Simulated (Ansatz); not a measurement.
Coupled-cluster diagnostics for the cluster Ti4⁺ (the lowest doublet isomer of a short search), Ansatz.

Geometry of the doublet (PBE-D4/def2-SVP):

```xyz
4

Ti    1.2694   -0.1258    0.8274
Ti   -0.0240    1.3601   -0.6790
Ti   -0.0357   -1.1049   -1.0604
Ti   -1.2097   -0.1294    0.9120
```

Correlated methods freeze 20 core orbitals; core or outer-core shells of Ti are correlated, in sets that lack core-valence functions. In CCSD on the charge 1 sextet the largest single amplitude is 0.34, so its Hartree–Fock determinant may place the open shell otherwise than the density functionals do. The geometry of the doublet was relaxed on an unsound state (⟨S²⟩ 2.80, where a pure state has 0.75). The geometry of the quartet was relaxed on an unsound state (⟨S²⟩ 4.80, where a pure state has 3.75). The structure comes from a short search, and lower isomers may exist.

Geometry of the charge 1 quartet (PBE-D4/def2-SVP):

```xyz
4

Ti   -0.7950    0.7653    1.0514
Ti   -0.9470   -0.4765   -1.0952
Ti    1.0602    0.9028   -0.5973
Ti    0.6818   -1.1916    0.6411
```

Geometry of the charge 1 sextet (PBE-D4/def2-SVP):

Cartesian coordinates in Å:
```
Ti -0.6007 -0.2728 1.3676
Ti -0.5525 1.3054 -0.5442
Ti 1.5101 0.1011 0.1215
Ti -0.3569 -1.1337 -0.9448
```

(1) Estimate the CCSD(T) correlation energy, the shares of MP2 and (T), T1 and the reference's ⟨S²⟩ for: charge 1, doublet, own geometry in def2-SVP; charge 1, quartet, own geometry in def2-SVP; charge 1, sextet, own geometry in def2-SVP; and the rough time on 4 threads of Arm Neoverse V2 on a shared host.

## Answers

(1) 
| state | basis | correlation (eV) | MP2 share (%) | (T) share (%) | T1 | ⟨S²⟩ (pure) | wall time | remarks |
| --- | --- | --- | --- | --- | --- | --- | --- | --- |
| charge 1, doublet, own geometry | def2-SVP | -28.892 | 77.3 | 8.6 | 0.131 | 5.92 (0.75) | 3.3 min | large T1 (0.131), spin-contaminated (⟨S²⟩ 5.92) |
| charge 1, quartet, own geometry | def2-SVP | -29.556 | 76.1 | 9.3 | 0.130 | 7.67 (3.75) | 3 min | large T1 (0.130), spin-contaminated (⟨S²⟩ 7.67) |
| charge 1, sextet, own geometry | def2-SVP | -31.473 | 74.1 | 10.9 | 0.141 | 11.35 (8.75) | 2 min | flagged by the program, large T1 (0.141), spin-contaminated (⟨S²⟩ 11.35) |
Customary marks for T1 are 0.02 (closed shells), 0.045 (open shells) and about 0.05 (3d metals). T1 exceeds 0.02 in 3 of 3 rows and 0.045 in 3; the higher it lies, the less the single-reference result can be trusted.
